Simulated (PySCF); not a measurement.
GeH₃N, BGeH₄, ClGeH₂ (calculated)

Computed with PySCF 2.14.0. Calculation on a computer-drawn molecule: vertical ionisation energy to the stated ion spin, frozen-core CCSD(T) at the basis limit and cheaper methods, single-reference cases, UHF for radicals, no spin-orbit; all values are single points at the evaluated structure, the first of each entry, which is the reference or a displaced copy of it and isn't optimised; the reference structure only sets the zero of the energies above reference; triples share is (T) over the correlation energy; on germanium a core potential holds 10 electrons, which the energies leave out, and 3d is frozen in MP2 and coupled-cluster steps.

Common to all runs: multiplicity 1; ion multiplicity 2; diffuse functions no; basis and core potential on germanium cc-pVnZ-PP ECP10MDF; reference is the Hartree-Fock double-zeta minimum; best is HF at quadruple zeta + MP2 correlation extrapolated from triple and quadruple zeta + CCSD(T) minus MP2 at triple zeta; basis step is the size of the change from the same recipe one zeta lower.

(1) GeH₃N

Evaluated structure:
```xyz
5
GeH3N
N      0.3023    -0.4035    -1.2519
Ge     2.0586    -0.8593    -1.3794
H     -0.1877    -0.4057    -0.3566
H     -0.3106    -0.1332    -2.0391
H      2.1049    -0.6222    -3.1293
```

Reference structure:
```xyz
5
GeH3N
N      0.2870    -0.4006    -1.2527
Ge     2.0396    -0.8374    -1.3842
H     -0.1958    -0.3974    -0.3740
H     -0.3141    -0.1390    -2.0110
H      2.0970    -0.6332    -2.9605
```

Settings of this run: charge 0 and basis cc-pVnZ.

It finds ionisation energy best 9.06 eV; ionisation energy basis step 0.04594 eV; energy above reference best 3.615 kcal/mol; energy above reference basis step 0.07727 kcal/mol; ionisation energy Koopmans at triple zeta 9.03 eV; ionisation energy EOM CCSD at triple zeta 9.037 eV; total energy HF triple zeta -349.5966 hartree; total energy CCSD(T) triple zeta -349.9564 hartree; total energy best -350.0006 hartree; T1 diagnostic at triple zeta 0.01788; D1 diagnostic at triple zeta 0.05014; ion T1 diagnostic at triple zeta 0.02875; ion D1 diagnostic at triple zeta 0.07279; ion spin squared at triple zeta 0.818; triples share at triple zeta 0.03874; basis functions triple zeta 111; dipole magnitude HF at triple zeta 1.552 debye; dipole magnitude CCSD unrelaxed at triple zeta 1.73 debye; dipole magnitude PBE at triple zeta 1.893 debye; dipole magnitude r2SCAN at triple zeta 1.891 debye; dipole magnitude B3LYP at triple zeta 1.777 debye; dipole magnitude wB97X at triple zeta 1.728 debye.

Drawn bonds:
```
atom  other atom  order
   1           2      1
   1           3      1
   1           4      1
   2           5      1
```

Triple zeta:
```
 method  ionisation energy (eV)  energy above reference (kcal/mol)
     HF                   8.088                               5.38
    PBE                   8.864                              2.081
 r2SCAN                   8.886                              3.597
  B3LYP                   9.036                              3.113
  wB97X                   9.114                              4.035
    MP2                   8.877                              4.164
   CCSD                   8.929                              3.783
CCSD(T)                   8.932                              3.491
```

(2) BGeH₄

Evaluated structure:
```xyz
6
BGeH4
B      1.4978     1.0272    -0.1182
Ge     1.6565     0.9781    -2.1740
H      1.7652    -0.3707     0.7938
H      1.5392     2.1671     0.2174
H      2.9527     1.1413    -2.9165
H      0.4315     0.6639    -3.1244
```

Reference structure:
```xyz
6
BGeH4
B      1.5879     1.0631    -0.1240
Ge     1.6869     0.9339    -2.2042
H      1.7307     0.0561     0.4899
H      1.3937     2.1374     0.3447
H      2.9794     1.0887    -2.9845
H      0.4731     0.6763    -3.0781
```

It was run with charge 1 and basis cc-pVnZ.

The calculation gives: ionisation energy best 16.91 eV; ionisation energy basis step 0.02364 eV; energy above reference best 38.69 kcal/mol; energy above reference basis step 0.1945 kcal/mol; ionisation energy Koopmans at triple zeta 16.86 eV; ionisation energy EOM CCSD at triple zeta 16.88 eV; total energy HF triple zeta -320.0216 hartree; total energy CCSD(T) triple zeta -320.2604 hartree; total energy best -320.2853 hartree; T1 diagnostic at triple zeta 0.01418; D1 diagnostic at triple zeta 0.03146; ion T1 diagnostic at triple zeta 0.04361; ion D1 diagnostic at triple zeta 0.1676; ion spin squared at triple zeta 0.7902; triples share at triple zeta 0.02936; basis functions triple zeta 125.

Drawn bonds:
```
atom  other atom  order
   1           2      1
   1           3      1
   1           4      1
   2           5      1
   2           6      1
```

Triple zeta:
```
 method  ionisation energy (eV)  energy above reference (kcal/mol)
     HF                   15.67                              44.22
    PBE                   16.56                              35.16
 r2SCAN                   16.59                              38.05
  B3LYP                    16.7                               38.7
  wB97X                   16.74                              40.21
    MP2                   16.73                              41.21
   CCSD                   16.79                              39.23
CCSD(T)                   16.82                               38.5
```

(3) BGeH₄

Evaluated structure:
```xyz
6
BGeH4
B      1.5104     1.0427    -0.1185
Ge     1.8318     1.0685    -2.7432
H      1.6604     0.0389     0.5307
H      1.3853     2.0998     0.4016
H      3.0367     1.1594    -3.6144
H      0.6394     0.6593    -3.5946
```

Reference structure:
```xyz
6
BGeH4
B      1.5879     1.0631    -0.1240
Ge     1.6869     0.9339    -2.2042
H      1.7307     0.0561     0.4899
H      1.3937     2.1374     0.3447
H      2.9794     1.0887    -2.9845
H      0.4731     0.6763    -3.0781
```

Settings of this run: charge 1 and basis cc-pVnZ.

The calculation gives: ionisation energy best 16.48 eV; ionisation energy basis step 0.02974 eV; energy above reference best 25.45 kcal/mol; energy above reference basis step 0.2621 kcal/mol; ionisation energy Koopmans at triple zeta 16.27 eV; ionisation energy EOM CCSD at triple zeta 16.43 eV; total energy HF triple zeta -320.0525 hartree; total energy CCSD(T) triple zeta -320.2820 hartree; total energy best -320.3064 hartree; T1 diagnostic at triple zeta 0.01233; D1 diagnostic at triple zeta 0.03021; ion T1 diagnostic at triple zeta 0.01492; ion D1 diagnostic at triple zeta 0.03815; ion spin squared at triple zeta 0.7632; triples share at triple zeta 0.02737; basis functions triple zeta 125.

Drawn bonds:
```
atom  other atom  order
   1           2      1
   1           3      1
   1           4      1
   2           5      1
   2           6      1
```

Triple zeta:
```
 method  ionisation energy (eV)  energy above reference (kcal/mol)
     HF                   15.41                              24.78
    PBE                   16.33                              24.52
 r2SCAN                   16.36                              26.48
  B3LYP                   16.44                              24.18
  wB97X                   16.36                              26.73
    MP2                   16.31                              26.32
   CCSD                   16.34                              25.25
CCSD(T)                    16.4                              24.99
```

(4) BGeH₄

Evaluated structure:
```xyz
6
BGeH4
B      1.5460     1.0760     0.0302
Ge     1.6681     0.9967    -2.3737
H      1.7441     0.0005     0.4788
H      1.3550     2.1227     0.3680
H      3.1031     1.0953    -3.0532
H      0.5180     0.6843    -3.0513
```

Reference structure:
```xyz
6
BGeH4
B      1.5879     1.0631    -0.1240
Ge     1.6869     0.9339    -2.2042
H      1.7307     0.0561     0.4899
H      1.3937     2.1374     0.3447
H      2.9794     1.0887    -2.9845
H      0.4731     0.6763    -3.0781
```

Here we set charge 1 and basis cc-pVnZ.

The calculation gives: ionisation energy best 16.37 eV; ionisation energy basis step 0.03258 eV; energy above reference best 20.21 kcal/mol; energy above reference basis step 0.146 kcal/mol; ionisation energy Koopmans at triple zeta 16.17 eV; ionisation energy EOM CCSD at triple zeta 16.3 eV; total energy HF triple zeta -320.0615 hartree; total energy CCSD(T) triple zeta -320.2898 hartree; total energy best -320.3147 hartree; T1 diagnostic at triple zeta 0.01049; D1 diagnostic at triple zeta 0.02121; ion T1 diagnostic at triple zeta 0.01414; ion D1 diagnostic at triple zeta 0.03729; ion spin squared at triple zeta 0.7635; triples share at triple zeta 0.02575; basis functions triple zeta 125.

Drawn bonds:
```
atom  other atom  order
   1           2      1
   1           3      1
   1           4      1
   2           5      1
   2           6      1
```

Triple zeta:
```
 method  ionisation energy (eV)  energy above reference (kcal/mol)
     HF                   15.29                              19.17
    PBE                   16.16                              20.72
 r2SCAN                    16.2                              21.06
  B3LYP                   16.28                              19.62
  wB97X                   16.22                              20.99
    MP2                   16.19                              20.42
   CCSD                   16.22                              20.11
CCSD(T)                   16.27                              20.09
```

(5) ClGeH₂

Evaluated structure:
```xyz
4
ClGeH2
Cl    -0.5387     3.0400    -2.9167
Ge     0.1279     2.1249    -1.2035
H      1.5282     1.5738    -1.2271
H     -0.8317     2.0692    -0.0439
```

Reference structure:
```xyz
4
ClGeH2
Cl    -0.5377     3.0401    -2.9161
Ge     0.1282     2.1249    -1.2034
H      1.5297     1.5735    -1.2280
H     -0.8322     2.0701    -0.0443
```

Here we set charge 1 and basis cc-pV(n+d)Z.

It finds ionisation energy best 18.32 eV; ionisation energy basis step 0.06764 eV; energy above reference best 0.009084 kcal/mol; energy above reference basis step 0.002106 kcal/mol; ionisation energy Koopmans at triple zeta 18.71 eV; ionisation energy EOM CCSD at triple zeta 18.17 eV; total energy HF triple zeta -753.8087 hartree; total energy CCSD(T) triple zeta -754.1341 hartree; total energy best -754.1837 hartree; T1 diagnostic at triple zeta 0.01382; D1 diagnostic at triple zeta 0.04029; ion T1 diagnostic at triple zeta 0.02925; ion D1 diagnostic at triple zeta 0.1264; ion spin squared at triple zeta 0.7624; triples share at triple zeta 0.03827; basis functions triple zeta 106.

Drawn bonds:
```
atom  other atom  order
   1           2      1
   2           3      1
   2           4      1
```

Triple zeta:
```
 method  ionisation energy (eV)  energy above reference (kcal/mol)
     HF                   17.06                           0.002533
    PBE                   17.88                             0.0142
 r2SCAN                   18.01                            0.01086
  B3LYP                   18.07                           0.008064
  wB97X                   18.16                            0.01076
    MP2                    18.3                           0.006141
   CCSD                   18.07                           0.007821
CCSD(T)                   18.14                           0.007935
```
